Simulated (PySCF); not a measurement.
[(F)2Al]2NH.
Structure used (PBE0-D3(BJ)/def2-SVP), in Å, numbered top down from 1:
```xyz
8
Al2F4HN angstrom
Al     0.507   -0.794   -1.349
F      0.073   -0.933   -2.938
F      1.825   -1.632   -0.815
N     -0.437    0.229   -0.258
Al    -0.248    0.654    1.449
F      1.035    0.111    2.335
F     -1.367    1.619    2.189
H     -1.251    0.660   -0.697
```

Method used: PBE0-D3(BJ)/def2-SVP geometry optimisation, gas phase in PySCF 2.14.0.

(1) Which atoms are bound to Al1, and at what distances?

(2) List the angles at Al1.

(3) What is the shape at Al1?

(4) What are the other bond lengths?

(5) Give some angles away from the centre.

(6) What are the rotational constants (commonest isotopes, rigid rotor)?

Answers

(1) 3 atoms: F3 1.650 Å, F2 1.653 Å, N4 1.769 Å. The nearest atom not counted as bound is H8, at 2.37 Å.

(2) 
| angle | degrees | distance of the outer atoms (Å) |
| --- | --- | --- |
| F3–Al1–N4 | 121.4 | 2.98 |
| F2–Al1–N4 | 120.1 | 2.97 |
| F2–Al1–F3 | 118.5 | 2.84 |

(3) Planar: angles 121.4°, 120.1° and 118.5°, sum 360.0°, 0.00 Å off the plane of its three neighbours.

(4) N4–H8 1.020 Å.

(5) Al1–N4–Al5 132.6°.

(6) A = 3441, B = 839.6, C = 675.4 MHz: an asymmetric top.

Point group: near C2v, missed by 0.14 Å at most; the miss may be what the optimiser left on a soft mode (C2 holds within 0.08 Å). Charge 0, singlet. PBE0-D3(BJ)/def2-SVP frequencies: not computed here.
